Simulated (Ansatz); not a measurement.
Isolated molecules relaxed with PBE0-D4/def2-TZVP in Ansatz; ΔE leaves out vibrations. CBS: MP2 limit from def2 TZ/QZ plus the TZ coupled-cluster correction, frozen cores. This one scheme is used for every species. Functionals use def2-TZVPP. B3LYP here is the variant with VWN-RPA as its local correlation; programs differ in this. Each species was taken in one conformer, which may not be the lowest.

`F[Si](F)([SiH3])Cl` + H₂O → `O[Si](F)(F)[SiH3]` + HCl  (formal hydrolysis of the Si–Cl bond)

`F[Si](F)([SiH3])Cl`:

Cartesian coordinates in Å:
```
F -1.934 -0.652 -0.961
Si -0.653 -0.889 -0.058
F 0.087 -2.156 -0.656
Si 0.737 0.981 -0.042
Cl -1.296 -1.374 1.810
H -0.026 2.123 0.521
H 1.173 1.286 -1.427
H 1.912 0.680 0.813
```

H₂O:

```xyz
3

O    -0.271   -0.244    0.136
H    -0.047   -0.073   -0.781
H     0.318    0.317    0.645
```

`O[Si](F)(F)[SiH3]`:

Cartesian coordinates in Å:
```
O -0.004 -0.262 1.910
Si 0.693 0.134 0.500
F 1.272 1.615 0.573
F 1.972 -0.779 0.246
Si -0.864 -0.086 -1.218
H 0.497 -0.227 2.727
H -0.218 0.273 -2.506
H -2.009 0.823 -0.962
H -1.339 -1.492 -1.271
```

HCl:

Z-matrix (Å, degrees):
```
Cl
H 1 1.279
```

CCSD(T)/CBS gives -12.1 kJ/mol.

(1) Another level gave -14.4 kJ/mol. Which?
A. PBE-D4/def2-TZVPP
B. B3LYP-D4/def2-TZVPP
C. HF/def2-TZVPP
D. CAM-B3LYP-D4/def2-TZVPP

Largest T1 diagnostic among the species: 0.013.

## Answers

(1) B. B3LYP-D4 -14.4, CAM-B3LYP-D4 -20.2, PBE-D4 -5.7, HF/def2-TZVPP -24.7 kJ/mol.

Leaving LDA and LC-ωPBE aside and taking each functional with its dispersion term where it has one, the values, not all of them listed here, spread over 16.3 kJ/mol, from CAM-B3LYP-D4 to revPBE-D4. LDA lies −6.9 kJ/mol from PBE without D4. In def2-TZVPP, CCSD(T) changes the Hartree–Fock value by +6.8 kJ/mol (the triples alone add +2.0 kJ/mol) and MP2 by +11.0 kJ/mol.
